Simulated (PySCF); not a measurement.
Harmonic spectrum computed at B3LYP in the def2-TZVP basis family (core potentials from Rb on, PySCF, no spin–orbit coupling):

```csv
ω (cm⁻¹),"IR (km/mol, summed over degenerate members)",degeneracy
81,33.2,2
343,0.0,1
489,159,1
```

Question: Which molecule gave it? In each, all ligands are bound to the one heavy central atom.
A. GaCl₂ (doublet)
B. FeCl₂ (quintet)
C. ZrCl₂ (triplet)
D. MgCl₂ (singlet)

Answer: B. It has D∞h symmetry with Fe–Cl 2.146 Å (×2).
